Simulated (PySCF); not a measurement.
BH5OSi, SMILES BO[SiH3].

Geometry optimised at r2SCAN-D4/def2-TZVP.

Computed with TDA-B3LYP/def2-SVPD in PySCF.

Vertical excitations.  State labels are in the subgroup Cs.

**Question.** Give excitation energies, oscillator strengths and character. (An estimate is asked for; the answer gives what the named calculation found.)

**Answer.** 
```json
[
 {"state": "S1", "symmetry": "A\"", "energy (eV)": "5.86", "λ (nm)": "212", "f": "0.000", "main pairs": "HOMO→LUMO 99 %"},
 {"state": "S2", "symmetry": "A'", "energy (eV)": "7.14", "λ (nm)": "174", "f": "0.006", "main pairs": "HOMO→LUMO+1 98 %"},
 {"state": "S3", "symmetry": "A\"", "energy (eV)": "7.64", "λ (nm)": "162", "f": "0.001", "main pairs": "HOMO−2→LUMO 97 %"},
 {"state": "S4", "symmetry": "A'", "energy (eV)": "7.69", "λ (nm)": "161", "f": "0.112", "main pairs": "HOMO−1→LUMO 97 %"},
 {"state": "S5", "symmetry": "A\"", "energy (eV)": "7.93", "λ (nm)": "156", "f": "0.003", "main pairs": "HOMO−1→LUMO+1 98 %"},
 {"state": "S6", "symmetry": "A'", "energy (eV)": "7.98", "λ (nm)": "155", "f": "0.046", "main pairs": "HOMO→LUMO+2 95 %"},
 {"state": "S7", "symmetry": "A'", "energy (eV)": "8.29", "λ (nm)": "149", "f": "0.004", "main pairs": "HOMO−2→LUMO+1 95 %"},
 {"state": "S8", "symmetry": "A\"", "energy (eV)": "8.38", "λ (nm)": "148", "f": "0.007", "main pairs": "HOMO→LUMO+3 98 %"},
 {"state": "S9", "symmetry": "A'", "energy (eV)": "8.57", "λ (nm)": "145", "f": "0.007", "main pairs": "HOMO→LUMO+4 95 %"},
 {"state": "S10", "symmetry": "A'", "energy (eV)": "8.66", "λ (nm)": "143", "f": "0.055", "main pairs": "HOMO→LUMO+5 95 %"},
 {"state": "T1", "symmetry": "A\"", "energy (eV)": "5.32", "λ (nm)": "233", "f": "0", "main pairs": "HOMO→LUMO 97 %"},
 {"state": "T2", "symmetry": "A'", "energy (eV)": "6.85", "λ (nm)": "181", "f": "0", "main pairs": "HOMO−1→LUMO 86 %"},
 {"state": "T3", "symmetry": "A'", "energy (eV)": "6.93", "λ (nm)": "179", "f": "0", "main pairs": "HOMO→LUMO+1 94 %"},
 {"state": "T4", "symmetry": "A\"", "energy (eV)": "7.46", "λ (nm)": "166", "f": "0", "main pairs": "HOMO−2→LUMO 80 %"}
]
```
Triplets are in the Tamm–Dancoff approximation.
